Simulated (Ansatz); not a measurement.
Ansatz results at the PBE0-D4/def2-TZVP geometry: ideal-gas entropy at 298 K and 1 bar (rigid rotor, harmonic PBE0-D4/def2-TZVP) 340 J/(mol·K); size of the dipole moment (B3LYP/def2-TZVPP) 4.03 D; size of the dipole moment (PBE/def2-TZVPP) 3.80 D.

Problem. Which molecule gave them?
A. `B[N]B`•
B. `[SiH3][O][In][Cl]`•
C. `C[C](C)C`•
D. `N#[C][SnH][Cl]`•

Solution. D. The others give `[SiH3][O][In][Cl]`•: 392, 2.50, 2.26; `B[N]B`•: 272, 0.00, 0.00; `C[C](C)C`•: 314, 0.20, 0.21.

B3LYP here is the variant with VWN-RPA as its local correlation; programs differ in this.
